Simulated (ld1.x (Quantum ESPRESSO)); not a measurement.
Ranking PAW potentials for Sc

All share these settings but for the change named:

ld1.x (Quantum ESPRESSO) 7.5 input, shortened:

```
&input
   title='Sc', zed=21., rel=1, dft='PBE', iswitch=3,
   config='[Ar] 3d1 4s1.75 4p0.25'
 /
 &inputp
   pseudotype=3, lpaw=.true., tm=.true., lloc=-1, rcloc=2.25,
   nlcc=.true., new_core_ps=.true.,
   which_augfun='PSQ', rmatch_augfun_nc=.true.
 /
6
4S  1  0   1.75   0.00  2.90  3.15  0.0
4S  1  0   0.00   0.05  2.90  3.15  0.0
4P  2  1   0.25   0.00  3.05  3.30  0.0
4P  2  1   0.00   2.50  3.05  3.30  0.0
3D  3  2   1.00   0.00  1.50  2.10  0.0
3D  3  2   0.00   0.50  1.50  2.10  0.0
 &test
   configts(1)='3d1 4s1.75 4p0.25'
 /
```

Test errors are all-electron minus pseudo excitation energies from the reference, over 3d1 4s2 4p0; 3d1 4s1 4p0; 3d1 4s0 4p0; 3d1 4s1 4p1; 3d1 4s0 4p1; 3d0 4s2 4p0; 3d1 4s0 4p2. None of these files shows a bound ghost.

The base gives 187.4 meV.

Of 12 variants that were run, those that failed, showed a ghost or another fault, or gave nearly equal values are left out.

A variant can come out equal or close to the base, since the largest error may sit in a test that the change hardly touches while other tests move.

Task: Rank these variants by their largest absolute test error, smallest first.
A. local potential all-electron potential smoothed inside 2.70 bohr (lloc = -2)
B. waves 4p (bound): rcut 3.05, rcutus 3.56 bohr; 4p channel at 2.5 Ry: rcut 3.05, rcutus 3.56 bohr
C. local potential all-electron potential smoothed inside 2.20 bohr (lloc = -1)

Result: C (161.5 meV), B (187.5 meV), A (343.3 meV).
